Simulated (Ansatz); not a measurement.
C3H7O, charge -1, singlet, geometry from GFN2-xTB (a gas-phase anion, which may not be bound at this level); CCSD(T)/STO-3G (Ansatz, an electronic-structure program).

The Ansatz input:
Ansatz 0.2 input:
```yaml
crystal:
  periodic: [false, false, false]
  atoms:
    - {symbol: O, position_ang: [0.03611404, -0.77593725, 0.00088671]}
    - {symbol: C, position_ang: [0.02606095, 0.60066436, -0.00046830]}
    - {symbol: C, position_ang: [1.38198523, -1.38415851, 0.00690185]}
    - {symbol: C, position_ang: [-1.40696629, 1.14758787, -0.00677684]}
    - {symbol: H, position_ang: [0.56020300, 1.00696541, 0.89188748]}
    - {symbol: H, position_ang: [0.56739495, 1.00526473, -0.88925576]}
    - {symbol: H, position_ang: [1.92930273, -0.90586634, -0.88026457]}
    - {symbol: H, position_ang: [1.92212424, -0.90416885, 0.89754425]}
    - {symbol: H, position_ang: [-1.93120833, 0.78992516, -0.89091279]}
    - {symbol: H, position_ang: [-1.93833386, 0.79161013, 0.87377814]}
    - {symbol: H, position_ang: [-1.40487439, 2.23920543, -0.00781069]}
basis:
  gaussian:
    orbitals: STO-3G
total_charge: -1
magnetization: {spin_polarized: false}
correlation: {method: ccsd_t}
```

Q: Write the output that Ansatz gives for this input, abridged.

A: 
```
Functional definition: HF
382 factors; integrals over basis functions are off by at most 2.7e-5 eV
mean field evaluation 1: about -5163.8009 eV, gradient 2.4e1 eV
mean field evaluation 2: about -5164.0930 eV, gradient 2.4e1 eV
mean field evaluation 4: about -5166.3211 eV, gradient 2.0e0 eV
mean field evaluation 8: about -5166.3452 eV, gradient 3.6e-2 eV
mean field evaluation 16: about -5166.0546 eV, gradient 3.6e-1 eV
mean field -5166.34524952 eV, -189.8596860451 hartree, gradient 9.7e-7 eV, S^2 0.000000; 0 other end points of the search recorded, 0 dependent functions left out
4 core orbitals not correlated
reference -5166.34524952 eV, -189.8596860451 hartree; 13, 13 occupied and 10, 10 virtual orbitals, 382 factors
second order -4.85487014 eV of doubles, -0.00000000 eV of singles
cycle   1  -5.91981354 eV  change    -1.1e0 eV  update   7.8e-2
cycle   2  -6.40757387 eV  change   -4.9e-1 eV  update   2.8e-2
cycle   3  -6.45679722 eV  change   -4.9e-2 eV  update   7.6e-3
cycle   4  -6.46238952 eV  change   -5.6e-3 eV  update   2.9e-3
cycle   5  -6.46199416 eV  change    4.0e-4 eV  update   8.9e-4
cycle   6  -6.46171192 eV  change    2.8e-4 eV  update   3.8e-4
cycle   7  -6.46154072 eV  change    1.7e-4 eV  update   1.5e-4
cycle   8  -6.46149681 eV  change    4.4e-5 eV  update   5.3e-5
cycle   9  -6.46150947 eV  change   -1.3e-5 eV  update   1.5e-5
perturbative correction -0.06934553 eV, -0.0025484013 hartree
Total energy: -5172.87610452 eV, -190.0996905397 hartree
```
